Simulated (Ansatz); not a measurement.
`F[Si](F)(Cl)[SiH2]Cl` → `F[Si]Cl` + `F[SiH2]Cl` at 298.15 K and 1 bar (silylene formation by 1,1-elimination).

Program: Ansatz. Geometries: PBE0-D4/def2-TZVP. ΔE: electronic, gas phase. CCSD(T)/CBS adds triple-zeta CCSD(T) − MP2 to the extrapolated MP2 energy (def2 sets, frozen cores). This one scheme is used for every species. One conformer a species, not always the lowest.

| species | CCSD(T)/CBS energy (Eh) | H − E (kJ/mol) | S (J/(mol·K)) |
| --- | --- | --- | --- |
| `F[Si](F)(Cl)[SiH2]Cl` | -1698.74064 | 96.6 | 396.3 |
| `F[Si]Cl` | -848.72390 | 21.7 | 275.4 |
| `F[SiH2]Cl` | -849.96195 | 69.7 | 280.5 |

H − E and S are ideal-gas, rigid-rotor, harmonic terms from PBE0-D4/def2-TZVP, for one conformer and one mirror image of each species. 1 Eh = 2625.50 kJ/mol, R = 8.31446 J/(mol·K).

Q: By hand: ΔE, ΔH, ΔS and ΔG.

A: ΔE = (-848.72390) + (-849.96195) − (-1698.74064) = 0.05479 Eh = 143.9 kJ/mol. Δ(H − E) = 21.7 + 69.7 − 96.6 = -5.2, so ΔH = 138.7 kJ/mol. ΔS = 275.4 + 280.5 − 396.3 = 159.6 J/(mol·K). ΔG = 138.7 − 298.15 × (159.6)/1000 = 91.1 kJ/mol.

Q: By hand: the equilibrium constant, and the temperature at which ΔG would vanish if ΔH and ΔS stayed fixed.

A: log₁₀ K = −ΔG/(RT ln 10) = -16.0. ΔG = 0 at ΔH/ΔS = 869 K.

The number of gas molecules changes by +1, which sets the sign of ΔS. A doubt of 5 kJ/mol in ΔE shifts log₁₀ K by 0.9 here. Other conformers and mirror images would add mixing entropy, several J/(mol·K) or more a flexible species. Modes under 60 cm⁻¹, often nearly free rotors, make the harmonic entropy too high. These are equilibria of isolated gas molecules and say nothing of rates. Largest T1 diagnostic: 0.014 (customary marks: 0.02 for closed shells, 0.045 for open ones).
